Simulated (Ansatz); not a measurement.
Relaxation of CH6FGeNSi (11 atoms, charge 0, multiplicity 1), to a largest force component of 0.015 eV/Å in at most 40 steps.

These are results of RKS B3LYP/def2-SVP (Ansatz 0.2.0), not measurements.

```xyz
11
Properties=species:S:1:pos:R:3
N -0.649 0.648 1.378
C 0.379 0.140 0.550
F 1.616 0.369 1.043
Si 0.165 -1.538 -0.073
Ge 0.209 0.457 -1.363
H -1.309 -0.153 1.706
H -0.190 0.951 2.317
H 1.330 -2.358 -0.272
H -1.287 -2.026 0.066
H 1.580 0.797 -1.964
H -1.153 1.147 -1.665
```

**Question.** Where does it end, and by what steps?

**Answer.** It converged. After 14 steps the energy has fallen by 1.269 eV; H7 moved furthest, 0.96 Å.

| step | energy less start (eV) | largest force component (eV/Å) | accepted |
| --- | --- | --- | --- |
| 0 | 0.0000 | 3.734 | yes |
| 1 | -0.7254 | 1.572 | yes |
| 2 | -0.9452 | 0.656 | yes |
| 3 | -1.0755 | 0.526 | yes |
| 4 | -1.1879 | 0.313 | yes |
| 5 | -1.2436 | 0.270 | yes |
| 6 | -1.2282 | 0.314 | no |
| 7 | -1.2607 | 0.373 | yes |
| 8 | -1.2563 | 0.364 | no |
| 9 | -1.2681 | 0.066 | yes |
| 10 | -1.2684 | 0.044 | yes |
| 11 | -1.2689 | 0.033 | yes |
| 12 | -1.2690 | 0.067 | yes |
| 13 | -1.2692 | 0.017 | yes |
| 14 | -1.2692 | 0.004 | yes |

```xyz
11
Properties=species:S:1:pos:R:3
N -0.703 0.479 1.470
C 0.366 0.026 0.683
F 1.644 0.171 1.256
Si 0.065 -1.607 -0.292
Ge 0.222 0.511 -1.284
H -0.830 -0.047 2.337
H -0.674 1.477 1.676
H 1.247 -2.500 -0.424
H -1.202 -2.345 -0.038
H 1.538 0.889 -1.980
H -0.981 1.380 -1.680
```

Whether the end is a true minimum wasn't checked by a vibrational analysis.

The run took 65 s on 2 threads of Intel(R) Xeon(R) Platinum 8488C (Sapphire Rapids), on a shared host, peak memory 0.34 GiB.
